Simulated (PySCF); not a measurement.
FeI₂⁺ at several levels of theory

All levels use the PBE0 minimum (sextet; Fe–I 2.419 Å (×2); I–Fe–I 180.0°), basis [Fe def2-SVP, I def2-SVP with ECP28], scalar-relativistic core potentials, density fitting, no spin–orbit coupling, PySCF. For vertical energies the ionised species is a septet (spins chosen at PBE0 and kept) and the electron-attached one a quintet. Open shells are unrestricted, also as the reference of the correlated levels. A dash marks a value that was not computed or is not defined at that level.

```tsv
level	vertical IP (eV)	vertical EA (eV)	−ε(HOMO) (eV)
PBE0	14.60	8.99	12.86
HF	12.10	9.83	15.42
MP2	?	?	–
PBE	?	?	?
r2SCAN	14.80	8.45	12.31
```

(1) Fill in the row of MP2.

(2) Fill in the row of PBE.

Results:

(1) vertical IP (eV) 13.67, vertical EA (eV) 9.68.

(2) vertical IP (eV) 14.69, vertical EA (eV) 8.41, −ε(HOMO) (eV) 11.96.

With open d or f shells other occupations or spin states may lie lower. With an element this heavy the missing spin–orbit coupling can shift these numbers.
